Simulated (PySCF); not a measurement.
[V(H2O)3]2+ holds V(II), d3, at total charge +2. The structure is a model geometry with rigid ligands and bond lengths from ionic radii, not a minimum; coordination trigonal planar, point group D3h, metal–donor distances 1.97 Å.

```
10

V     0.000    0.000    0.000
O     1.970    0.000    0.000
H     2.545    0.775    0.000
H     2.545   -0.775    0.000
O    -0.985    1.706    0.000
H    -1.944    1.817    0.000
H    -0.601    2.592    0.000
O    -0.985   -1.706    0.000
H    -0.601   -2.592    0.000
H    -1.944   -1.817    0.000
```

Method (PySCF 2.14, density fitting): CASSCF(3,5) with orbitals averaged over all microstates of the shell, strongly contracted NEVPT2 on the averaged canonical orbitals; basis x2c-TZVPall on the metal, x2c-SVPall elsewhere; spin-free X2C; gas phase; spin-orbit coupling by state interaction with the mean-field operator over all roots.

Which term lies lowest, and with what spin?

4A1'' (S = 3/2, orbital degeneracy 1), orbital occupations from the lowest 1.0 0.5 0.5 0.5 0.5, by NEVPT2, but only 143 cm⁻¹ below 4A2'', which doesn't decide their order.

Where do the spin-allowed transitions within the shell lie?

By NEVPT2: 4A2'' at 143 cm⁻¹; 4A2' at 682 cm⁻¹; 4E' at 1382 cm⁻¹; 4E'' at 1874 cm⁻¹; 4A2' at 9991 cm⁻¹ (1001 nm); 4E'' at 15030 cm⁻¹ (665 nm). The strongest, at 15030 cm⁻¹, has f = 1.1e-03.

Which is the lowest state of another spin?

2E'' at 12350 cm⁻¹ by NEVPT2; CASSCF alone puts it at 13736 cm⁻¹ above the same ground state.

Give the fitted ligand-field and repulsion parameters.

At CASSCF level (the NEVPT2 levels don't fit a ligand-field model well): orbital energies 0, 839, 839, 5915, 5915 cm⁻¹; B = 868 cm⁻¹; C = 3411 cm⁻¹; B over its free-ion value at the same level 0.900; rms of the fit 230 cm⁻¹; ζ = 160 cm⁻¹ (free ion 174).

What magnetic behaviour follows?

Degenerate or low-lying orbital states mix with the ground state, so no spin-only Hamiltonian applies. The lowest spin-orbit level is 2-fold, effective g = 0.00, 0.00, 0.93; the next lies at 140.0 cm⁻¹. μeff is 3.58 μB at 300 K and 0.88 μB at 10 K; the spin-only value is 3.88 μB.

The geometry is a model, and the complex may not exist in this form. 4A2'' (143 cm⁻¹) lies within 300 cm⁻¹ of 4A1'' at NEVPT2 level, inside the method's error: their order is undecided, and g values and low-temperature moments can hang on it.

The job took 11 s on one thread of Intel Xeon 6975P-C (shared host), with 120 basis functions, launched as `OMP_NUM_THREADS=1 python lf_run.py task.json out`.
